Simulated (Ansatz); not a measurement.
System: sum formula SiN$_{3}$H$_{7}$Br, charge 1, multiplicity 1. It need not be the lowest isomer of its formula. 
Geometry from a B3LYP-D3(BJ)/def2-TZVP (Ansatz, a program for electronic structure) optimisation:
```
Si
N 1 1.6697
H 2 1.0083 1 122.55
H 2 1.0091 3 112.80 1 -168.73
N 1 1.6790 2 113.55 3 -144.86
H 5 1.0100 1 123.41 2 -173.83
H 5 1.0110 6 110.54 1 150.33
N 1 1.9135 2 107.11 3 105.04
H 8 1.0217 1 110.54 2 -56.05
H 8 1.0218 9 106.94 1 123.55
H 8 1.0221 9 107.82 10 115.53
Br 1 2.1906 2 112.07 3 -2.80
```
Charge +1, spin multiplicity 1.

Basis-set convergence of Hartree-Fock and MP2 correlation energies (hartree) with Ansatz. Cores are frozen in the correlated levels unless marked. Spin-orbit coupling is left out. Frozen are the shells of the preceding noble gas and the d and f shells that filled before the atom's block. No relativistic terms.

```
basis       functions        E(HF)  E(corr, MP2)
----------  ---------  -----------  ------------
def2-SVP          127  -3028.17875      -0.72633
def2-TZVPP        281            …             …
```

Q: What belongs in the gaps?

A: 
- def2-TZVPP, E(HF): -3028.80996
- def2-TZVPP, E(corr, MP2): -0.91874
